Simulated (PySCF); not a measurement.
Input of a run (PBE0-D3(BJ)/def2-SVP geometry optimisation, gas phase (PySCF 2.14.0)), started from a GFN2-xTB structure with every atom displaced at random (by about 0.01 Å):
```
{"job": {"xc": "PBE0", "basis": "def2-SVP", "d3": "d3bj", "grid": 1, "shake": 0.01, "kind": "geom"}, "charge": 0, "multiplicity": 1}
C      2.517810    -0.203980     0.382060
C      1.576410     0.766330     0.182800
Cl     2.143620     2.395290    -0.106990
B      0.074920     0.581240     0.177650
S     -0.620160    -1.027390     0.492430
C     -2.425910    -0.736620     0.379300
H      3.566160     0.015560     0.363270
H      2.199540    -1.187700     0.554170
H     -0.689640     1.471850    -0.011190
H     -2.910810    -1.685220     0.625210
H     -2.727840     0.016640     1.103930
H     -2.664410    -0.434270    -0.622220
```

Output (energies in Eh, forces in Eh/bohr):
```
step   0  E = -1000.33559263  max force = 0.047282
step   1  E = -1000.33949859  max force = 0.008596
step   2  E = -1000.34012066  max force = 0.002172
step   3  E = -1000.34015912  max force = 0.001248
step   4  E = -1000.34020344  max force = 0.000906
step   5  E = -1000.34023043  max force = 0.000585
step   6  E = -1000.34031564  max force = 0.001660
step   7  E = -1000.34018168  max force = 0.004693
step   8  E = -1000.34047010  max force = 0.001298
step   9  E = -1000.34048609  max force = 0.001287
step  10  E = -1000.34049710  max force = 0.000206
optimisation converged
```

Question: Summarise the run.

Answer: The energy falls by 3.1 kcal/mol over 11 energy and gradient evaluations, the largest force component goes from 0.0473 to 2.1e-04 Eh/bohr, and the atoms move by 0.292 Å rms after alignment. Among the bonds, C2–B4 and C1–H8 change most and about equally (+0.045 to +0.046 Å). Bonds longer at the end by more than 0.005 Å: 6 of 11; shorter: 3. Among the angles that change most is S5–B4–H9, from 117.0° to 119.9°. Among the dihedrals that turn most is C1–C2–B4–H9, from 180° to -151°. The energy rose by more than 1e-6 Eh at step 7. The first step brought 80 % of the lowering.

Question: What are the final bond lengths?

Answer: C1=C2 1.340 Å, C2–Cl3 1.750 Å, C2–B4 1.559 Å, B4–S5 1.772 Å, S5–C6 1.817 Å, C1–H7 1.093 Å, C1–H8 1.093 Å, B4–H9 1.206 Å, C6–H10 1.098 Å, C6–H11 1.097 Å, C6–H12 1.098 Å. Numbering counts from 1 in the input's order; the species is `S(C)BC(=C)Cl`.

The run used 122 basis functions and 79 SCF cycles in all. Time: 68 s; peak memory 0.51 GiB. Hardware: one thread of an Arm Neoverse V1, on a shared host.

No PBE0-D3(BJ)/def2-SVP frequencies stand behind this structure, so it isn't proved a minimum. One conformer, not necessarily the lowest.
